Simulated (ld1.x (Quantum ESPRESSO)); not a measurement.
## Transferability test, ultrasoft potential for W (Z = 74)

| Property | Result |
| --- | --- |
| Element | W |
| Generator | ld1.x (Quantum ESPRESSO) 7.5 |
| Type | ultrasoft |
| Functional | LDA (PZ) |
| Relativity | scalar-relativistic |
| Frozen core | [Xe] 4f14 |
| Valence charge | 6 |
| Reference configuration | 5d4.5 6s1.5 6p0 |
| Partial waves | 6s (bound): rcut 2.30, rcutus 2.75 bohr; 6s channel at 0.25 Ry: rcut 2.30, rcutus 2.75 bohr; 6p (bound, empty): rcut 2.85, rcutus 3.55 bohr; 6p channel at 0.4 Ry: rcut 2.85, rcutus 3.55 bohr; 5d (bound): rcut 1.65, rcutus 1.75 bohr; 5d channel at 1.25 Ry: rcut 1.65, rcutus 1.75 bohr |
| Local potential | all-electron potential smoothed inside 2.25 bohr (lloc = -2) |
| Core correction | a·sin(br)/r model core, default radius (core density twice the valence density) |
| Augmentation charge | PSQ, inside the norm-conserving radii |

Energies are relative to the spin-unpolarised reference configuration 5d4.5 6s1.5 6p0; without spin polarisation the order of configurations can differ from experiment. Spin-polarised rows fill each open shell by Hund’s rule, majority spin first. The frozen-core shift is the all-electron ΔE with the core orbitals held at their reference shape minus the fully relaxed ΔE.

```
           valence configuration  charge  ΔE all-electron (eV)  error AE − PS (meV)  frozen-core shift (meV)
                     5d4 6s2 6p0       0                -0.697                 -3.6                     +3.4
                     5d4 6s1 6p0      +1                 8.436                 -9.9                     +8.4
                     5d4 6s0 6p0      +2                24.463                  -33                      +28
                   5d4 6s1.5 6p0    +0.5                 3.047                 -5.5                     +4.7
                     5d4 6s0 6p2       0                 8.741                  -20                      +14
                     5d5 6s1 6p0       0                 0.852                 -6.3                     +6.7
5d4.5 6s1.5 6p0 (spin-polarised)       0                -2.774                 +111                      +35
    5d4 6s2 6p0 (spin-polarised)       0                -2.631                  +91                      +30
```

Q: What are ΔE and the potential's error for 5d4 6s0 6p1?

A: ΔE = 13.992 eV all-electron; the error (AE − PS) is -22 meV.
